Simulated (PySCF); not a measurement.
Core-level binding energies of trans-Ge(H2O)2Cl4

trans-Ge(H2O)2Cl4.
Structure used (PBE0-D3(BJ)/def2-SVP), in Å, numbered top down from 1:
```xyz
11
Cl4GeH4O2 angstrom
Ge    -0.0001   -0.0090    0.0012
O      0.0090   -0.0382    2.0936
H     -0.7786    0.4635    2.3609
H      0.7807    0.4874    2.3607
O     -0.0053    0.0209   -2.0912
H     -0.7367   -0.5559   -2.3654
H      0.8179   -0.4232   -2.3534
Cl     2.2341    0.0018   -0.0152
Cl    -2.2302   -0.0187    0.0152
Cl    -0.0057    2.2120    0.1136
Cl     0.0105   -2.2295   -0.1105
```

The calculation used delta-SCF UKS SCAN, pcX-2 on the ionised atom, pcseg-1 elsewhere, spin-free X2C in PySCF 2.14.0. Each binding energy is the total energy of the core-ionised species, with the hole localised on one atom, minus that of the ground state; both are solved self-consistently, so orbital relaxation is included.

**Question.** Give the core binding energies atom by atom.

**Answer.** 
```json
{"atom(s)": "O2/O5", "environment": "oxygen bonded to Ge and 2 H", "level": "O 1s", "binding energy (eV)": "541.65", "2p1/2 (eV)": "–", "count": "2"}
{"atom(s)": "Cl8/Cl9/Cl10/Cl11", "environment": "chlorine bonded to Ge", "level": "Cl 2p3/2", "binding energy (eV)": "205.28", "2p1/2 (eV)": "206.93", "count": "4"}
{"atom(s)": "Cl8/Cl9/Cl10/Cl11", "environment": "chlorine bonded to Ge", "level": "Cl 1s", "binding energy (eV)": "2827.87", "2p1/2 (eV)": "–", "count": "4"}
```

**Question.** Which photon energy gives electrons from O 1s of O2 (atom 2)/O5 a kinetic energy of 50 eV, and what is their de Broglie wavelength?

**Answer.** hν = 541.65 + 50 = 591.65 eV, recoil neglected; λ = 12.264 Å/√(E/eV) = 1.73 Å.

Topologically equivalent atoms share the value of their first member; where this conformer doesn't relate them by symmetry, their own values could differ. The 2p values add to the ΔSCF energy of one spin-free hole a correction within the shell (spin–orbit coupling, ligand field). 2p1/2 minus 2p3/2 (ligand field included): Cl 1.65 eV. No level of germanium is listed. Geometry: PBE0-D3(BJ)/def2-SVP; no solvent, vibrations or thermal averaging.

Hardware: Arm Neoverse V1, one thread, shared host with 32 logical CPUs at a one-minute load of 20. Cost: 27 s, 0.59 GiB resident at most.
